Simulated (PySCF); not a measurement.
One molecule, one basis, several functionals.

Species: BCl2GeH3.
Numbering: `[Cl:1][B:2]([Cl:3])[GeH3:4]` (hydrogens: H5, H6, H7 on Ge4)

PySCF, def2-SVPD basis, density fitting, gas phase, PBE0-D3(BJ)/def2-SVP geometry; singlet excitations by full TDDFT with frozen cores, triplets by Tamm–Dancoff TDDFT and ionisation energies by ΔSCF, from the lowest of the holes tried. One functional is left out:

| functional | exact exchange (%) | HOMO energy (eV) | LUMO energy (eV) | lowest singlet excitation (eV) | lowest triplet excitation (eV) | dipole moment (D) | mean polarisability (au) | vertical ionisation energy (eV) |
| --- | --- | --- | --- | --- | --- | --- | --- | --- |
| LDA | 0 | -7.27 | -3.32 | 4.26 | 3.71 | 0.365 | 80.0 | 10.16 |
| PBE | 0 | -7.17 | -3.12 | 4.33 | 3.66 | 0.315 | 78.7 | 10.02 |
| B3LYP | 20 | -8.18 | -2.39 | 4.62 | 3.94 | 0.383 | 76.0 | 10.34 |
| BHandHLYP | 50 | -9.52 | -1.16 | 4.98 | 4.20 | 0.513 | 72.6 | 10.57 |

Q: Predict the row of PBE0 (25 % exact exchange) by straight lines through the other rows, and check it.

A: 
```csv
property,line,computed,computed − line,"B3LYP (20 %), for comparison"
HOMO energy (eV),-8.38,-8.40,-0.02,-8.18
LUMO energy (eV),-2.19,-2.24,-0.05,-2.39
lowest singlet excitation (eV),4.65,4.66,+0.01,4.62
lowest triplet excitation (eV),3.96,3.89,-0.07,3.94
dipole moment (D),0.420,0.433,+0.013,0.383
mean polarisability (au),75.8,75.2,-0.6,76.0
vertical ionisation energy (eV),10.35,10.37,+0.02,10.34
```

Q: Which of these properties follows the share of exact exchange most closely, and which least?

A: Most closely the HOMO energy, least the dipole moment; the correlations over the tabulated rows are HOMO energy -0.999, LUMO energy 0.996, lowest singlet excitation 0.993, lowest triplet excitation 0.992, mean polarisability -0.982, vertical ionisation energy 0.963, dipole moment 0.958. The HOMO energy moves by -0.461 eV for every 10 %. Functionals with the same share still differ in their other parts: at 0 % LDA and PBE differ by 0.10 eV in it.
